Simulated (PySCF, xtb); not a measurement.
Ga(H)(F)(Et) (C2H6FGa), SMILES [GaH]([F])[CH2]C.

GFN2-xTB (xtb) at its own geometry gives an orbital gap of 4.30 eV and a dipole moment of 3.91 D.

Coordinates come from a PBE-D3(BJ)/def2-SVP optimisation. The structure was generated by enumeration; whether it is a known compound was not checked. One conformer was computed; it need not be the lowest.

### Question
What does PySCF with CAM-B3LYP/def2-TZVP give? (An estimate is asked for; the answer gives what the named calculation found.)

### Answer
gap 9.02 eV (levels -9.32 and -0.30 eV), dipole 2.83 D.
